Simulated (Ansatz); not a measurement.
Relaxation of CH$_{8}$AlBGe (12 atoms, charge 0, multiplicity 1), to a largest force component of 0.015 eV/Å in at most 40 steps.

Computed with Ansatz 0.2.0, RKS B3LYP/def2-SVP.

```xyz
12
Properties=species:S:1:pos:R:3
B -0.775 1.849 -0.067
C -1.284 0.624 0.759
Al 0.223 -0.623 0.954
Ge -0.044 -2.810 2.084
H -0.443 1.757 -1.208
H -0.878 2.988 0.399
H -1.601 0.950 1.768
H -2.068 0.128 0.224
H 1.679 -0.261 0.252
H -0.466 -2.445 3.573
H -1.166 -3.550 1.415
H 1.276 -3.556 2.087
```

Question: Where does it end, and by what steps?

Answer: It converged. After 7 steps the energy has fallen by 0.373 eV; H6 moved furthest, 0.55 Å.

| step | energy less start (eV) | largest force component (eV/Å) | accepted |
| --- | --- | --- | --- |
| 0 | 0.0000 | 1.635 | yes |
| 1 | -0.1665 | 1.364 | yes |
| 2 | -0.2975 | 0.595 | yes |
| 3 | -0.3249 | 0.397 | yes |
| 4 | -0.3592 | 0.155 | yes |
| 5 | -0.3673 | 0.123 | yes |
| 6 | -0.3725 | 0.017 | yes |
| 7 | -0.3729 | 0.008 | yes |

```xyz
12
Properties=species:S:1:pos:R:3
B -0.823 1.862 -0.057
C -1.350 0.628 0.663
Al 0.262 -0.527 0.895
Ge -0.044 -2.679 2.110
H -0.746 1.890 -1.265
H -0.387 2.806 0.563
H -1.714 0.754 1.698
H -2.030 -0.037 0.101
H 1.685 -0.112 0.328
H -0.420 -2.443 3.595
H -1.196 -3.520 1.506
H 1.218 -3.572 2.104
```

Whether the end is a true minimum wasn't checked by a vibrational analysis.

Time of the run: 12 s on 2 threads of AMD EPYC 9R45 96-Core Processor (Zen 5), on a shared host, peak memory 0.3 GiB.
